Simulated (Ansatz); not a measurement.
(AgH)n off (charge +1): gap (eV) at several levels, gas phase, relaxed structures; Ansatz. Clusters are the lowest isomers that short searches found in that spin, judged at the geometry's level. Core potentials for Ag in the def2 sets, no spin–orbit coupling. HOMO and LUMO are taken over both spins. The structures are stationary points that may keep the symmetry of their start.

```csv
species,state,geometry,PBE-D4/def2-SVP,PBE-D4/def2-TZVP,r2SCAN-D4/def2-TZVP,PBE0-D4/def2-TZVP
Ag3H3⁺,doublet,B3LYP-D4/def2-TZVP,0.62,0.63,1.15,2.41
Ag4H4⁺,doublet,r2SCAN-D4/def2-SVP,0.30,0.30,0.48,1.73
Ag5H4⁺,singlet,PBE-D4/def2-SVP,1.86,1.86,2.19,3.62
```

Question: Estimate the column for PBE0-D4/def2-SVP.

Answer: Ag3H3⁺ 2.38; Ag4H4⁺ 1.70; Ag5H4⁺ 3.60.

Over the 3 species that have every level, the mean is 0.93 at PBE-D4/def2-SVP, 0.93 at PBE-D4/def2-TZVP, 1.27 at r2SCAN-D4/def2-TZVP, 2.56 at PBE0-D4/def2-SVP, 2.58 at PBE0-D4/def2-TZVP. Orbital gaps grow with the share of exact exchange and aren't one observable across functionals.
